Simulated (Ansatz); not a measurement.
C₂H₄FNOSi (`CO[SiH](F)C#N`), relaxed with RKS PBE0-D4/def2-TZVP in Ansatz 0.2.0 from a PBE-D4/def2-SVP geometry. The force threshold is 0.005 eV/Å; the program also tests the step.

The species carries charge 0 and has multiplicity 1.

Start:

```xyz
10

C    -0.426    1.499   -0.275
O    -0.569    0.499    0.731
Si    0.262   -0.918    0.838
F     1.836   -0.691    1.195
C     0.256   -1.736   -0.837
N     0.210   -2.217   -1.906
H    -1.286    2.192   -0.195
H    -0.419    1.058   -1.296
H     0.511    2.078   -0.131
H    -0.377   -1.764    1.875
```

Q: How much energy does the relaxation release, and in how many steps? (Best estimate.)

A: The calculation gave: 2.61 kcal/mol, in 7 steps.

Q: Which bonds change most? (Estimate.)

A: Computed: Si3–F4 from 1.630 to 1.585 Å; O2–Si3 from 1.646 to 1.606 Å; C5–N6 from 1.173 to 1.151 Å; C1–H9 from 1.111 to 1.092 Å.

Q: Give the relaxed structure. (Best estimate.)

A: Ansatz gave: 
```xyz
10

C    -0.416    1.495   -0.273
O    -0.546    0.487    0.717
Si    0.260   -0.897    0.825
F     1.795   -0.688    1.162
C     0.248   -1.726   -0.832
N     0.198   -2.221   -1.871
H    -1.285    2.147   -0.199
H    -0.380    1.060   -1.276
H     0.489    2.083   -0.101
H    -0.363   -1.740    1.849
```
